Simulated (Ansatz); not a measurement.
CH3NSZn, SMILES `N[C](=S)[ZnH]` at its PBE0-D4/def2-TZVP geometry, where that method's forces vanish. Total charge 0; spin multiplicity 1.

```xyz
7

N     0.9452   -0.0123   -1.0256
C    -0.0927    0.0626   -0.2165
S    -1.6291    0.5008   -0.7069
Zn   -0.7079   -0.1532    1.6066
H     0.8478    0.2004   -2.0115
H     1.8518   -0.2809   -0.6842
H    -1.2151   -0.3174    3.0382
```

Task: What forces (eV/Å) does ωB97M-V/def2-TZVPP give on these atoms in Ansatz 0.2.0? (Estimate.)

Result: Ansatz gave: 
```
N1   0.188 -0.006 -0.187
C2  -0.057 -0.009  0.111
S3  -0.014  0.008 -0.026
Zn4 -0.106 -0.009  0.169
H5  -0.010 -0.014  0.081
H6  -0.061  0.019 -0.026
H7   0.061  0.010 -0.123
```
